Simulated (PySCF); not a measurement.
Job file and geometry (Å, from GFN2-xTB) of an NMR shielding run on SMILES O=C1[C@@H](CF)O[C@@H]1C(F)(F)F, C5H4F4O2, PySCF 2.14.0, density-fitted response routines, GIAO PBE0/pcSseg-1 NMR shielding, non-relativistic, gas phase; density fitting, a coarse starting grid and PySCF grid level 2 are the driver's defaults:

```
$ OMP_NUM_THREADS=1 python probes_run.py task.json out

{"job": {"kind": "nmr", "xc": "PBE0", "basis": "pcSseg-1"}, "charge": 0, "multiplicity": 1}
O      0.195536    -1.963804     0.916739
C      0.067761    -0.902587     0.408755
C     -0.858393    -0.256573    -0.610960
C     -2.317135    -0.117023    -0.189281
F     -2.396791     0.233439     1.130402
O     -0.109557     0.966255    -0.504039
C      0.780335     0.449215     0.477490
C      2.236849     0.432089     0.010066
F      3.010049    -0.223794     0.880823
F      2.741773     1.660384    -0.116732
F      2.369534    -0.173173    -1.174631
H     -0.802888    -0.681053    -1.618883
H     -2.841085    -1.070346    -0.304909
H     -2.801127     0.678475    -0.763561
H      0.720725     0.976485     1.436810
```

**Question.** What does the program print?

**Answer.** 
```
coarse grid: 14432 points
cycle   1  E = -741.4844315093  dE =  2.114e+00  |g| = 1.314e+00  |ddm| = 3.553e+00
cycle   2  E = -740.7201417645  dE =  7.643e-01  |g| = 2.472e+00  |ddm| = 2.669e+00
cycle   3  E = -741.7699424666  dE = -1.050e+00  |g| = 3.128e-01  |ddm| = 2.017e+00
cycle   4  E = -741.7853331928  dE = -1.539e-02  |g| = 1.315e-01  |ddm| = 2.913e-01
cycle   5  E = -741.7881253502  dE = -2.792e-03  |g| = 2.654e-02  |ddm| = 9.822e-02
cycle   6  E = -741.7882416705  dE = -1.163e-04  |g| = 9.978e-03  |ddm| = 2.250e-02
cycle   7  E = -741.7882579429  dE = -1.627e-05  |g| = 2.384e-03  |ddm| = 7.786e-03
cycle   8  E = -741.7882588730  dE = -9.302e-07  |g| = 6.550e-04  |ddm| = 2.034e-03
final grid: 146360 points
cycle   9  E = -741.9004030535  dE = -3.119e-05  |g| = 1.630e-02  |ddm| = 3.022e-02
cycle  10  E = -741.9002798101  dE =  1.232e-04  |g| = 3.096e-02  |ddm| = 3.012e-02
cycle  11  E = -741.9004495138  dE = -1.697e-04  |g| = 2.806e-03  |ddm| = 2.087e-02
cycle  12  E = -741.9004509024  dE = -1.389e-06  |g| = 4.150e-04  |ddm| = 2.032e-03
cycle  13  E = -741.9004509268  dE = -2.440e-08  |g| = 1.974e-04  |ddm| = 4.900e-04
cycle  14  E = -741.9004509345  dE = -7.691e-09  |g| = 4.362e-05  |ddm| = 1.803e-04
cycle  15  E = -741.9004509347  dE = -2.572e-10  |g| = 1.349e-05  |ddm| = 3.293e-05
converged SCF energy = -741.9004509347

GIAO shielding tensors (ppm)
atom      isotropic    diamagn.    paramagn.     s11        s22        s33       span
  0 O     -334.375     397.954    -732.329   -896.943   -418.419    312.238   1209.181
  1 C      -13.873     249.625    -263.498   -104.544    -21.075     83.999    188.543
  2 C       78.680     254.449    -175.768     34.776     83.203    118.062     83.285
  3 C      101.219     238.231    -137.012     73.038     85.236    145.383     72.345
  4 F      429.134     474.372     -45.238    398.065    426.543    462.793     64.728
  5 O      299.366     397.838     -98.472    255.973    287.408    354.716     98.743
  6 C       85.621     254.524    -168.903     45.814     90.148    120.903     75.089
  7 C       56.315     242.870    -186.555     50.531     57.971     60.444      9.913
  8 F      261.442     470.870    -209.427    181.837    265.104    337.386    155.549
  9 F      255.714     470.221    -214.507    178.843    245.910    342.388    163.545
 10 F      265.258     474.787    -209.529    184.806    263.688    347.280    162.473
 11 H       26.145      30.596      -4.451     23.249     25.250     29.934      6.685
 12 H       26.729      26.943      -0.214     23.182     26.076     30.930      7.748
 13 H       26.534      26.633      -0.100     22.737     25.918     30.946      8.210
 14 H       26.076      29.787      -3.712     23.076     25.859     29.292      6.217
```

**Question.** Turn these shieldings into chemical shifts. Shifts are taken against calculated references (same method and geometry level): ¹⁷O (σ = 336.08 ppm) vs H2O; ¹³C (σ = 186.93 ppm) and ¹H (σ = 31.72 ppm) against TMS; ¹⁹F (σ = 170.95 ppm) vs CFCl3.

**Answer.** Averaging equivalent atoms: O 0: 670.5; O 5: 36.7; C 1: 200.8; C 7: 130.6; C 2: 108.2; C 6: 101.3; C 3: 85.7; F 8/9/10: -89.9; F 4: -258.2; H 14: 5.64; H 11: 5.57; H 13: 5.18; H 12: 4.99 ppm. Unscaled 19F shifts against computed CFCl3 carry errors that often reach 10 to 50 ppm. Unscaled 17O shifts of doubly bonded oxygen tend to come out too high, by tens of ppm or more. Experimental scales use liquid or dissolved standards, which lie at an offset from isolated H2O (liquid H2O: subtract about 36 ppm).

Size and cost of the density-fitted run: 207 basis functions, 68 s wall time on 1 thread of an Arm Neoverse N1, shared host; peak memory 0.91 GiB.
